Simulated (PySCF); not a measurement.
Potential energy of BiO along the bond

Set-up: PySCF, scalar-relativistic core potentials, basis sets Bi cc-pVDZ-PP with ECP60, O cc-pVDZ. Energies in eV from Bi + O in their ground configurations at the same level. State: ²Π (doublet), unpaired electrons π ↑.

| R (Å) | PBEsol | PW91 | r²SCAN0 |
| --- | --- | --- | --- |
| 1.680 | -2.344 | -1.998 | -0.689 |
| 1.758 | -3.342 | -3.027 | -1.619 |
| 1.836 | -3.895 | -3.608 | -2.095 |
| 1.894 | -4.097 | -3.829 | -2.242 |
| 1.953 | -4.163 | -3.914 | -2.237 |
| 2.012 | -4.126 | -3.894 | -2.136 |
| 2.090 | -3.960 | -3.749 | -1.883 |
| 2.187 | -3.626 | -3.442 | -1.444 |
| 2.304 | -3.125 | -2.966 | -0.823 |
| 2.461 | -2.395 | -2.268 | 0.035 |

Task: Put a parabola through the three lowest points of the PBEsol curve and estimate Re, k and ωe (reduced mass 14.86 u; 1 eV/Å² = 0.16022 mdyn/Å; ωe = 1302.8·√(k/μ) cm⁻¹).

Result: Through R = 1.894, 1.953, 2.012 Å the second-order coefficient is 14.8 eV/Å², so Re ≈ 1.961 Å, k ≈ 4.74 mdyn/Å and ωe ≈ 736 cm⁻¹. A polynomial fit of higher order to the unrounded PBEsol energies gives Re = 1.959 Å, k = 4.67 mdyn/Å, ωe = 730 cm⁻¹; anharmonicity and rounding make the difference.

The higher-order fit for each curve: PBEsol: Re = 1.959 Å, ωe = 730 cm⁻¹, De = 4.16 eV; PW91: Re = 1.969 Å, ωe = 715 cm⁻¹, De = 3.92 eV. R²SCAN0 gave no clean fit.

⟨S²⟩ of the unrestricted solution departs from its pure value on part of the curve, where spin states mix. These are scalar-relativistic numbers at best; spin–orbit coupling would shift them, the dissociation energy most. The state was picked by a PBE0 search and need not be the measured ground state.
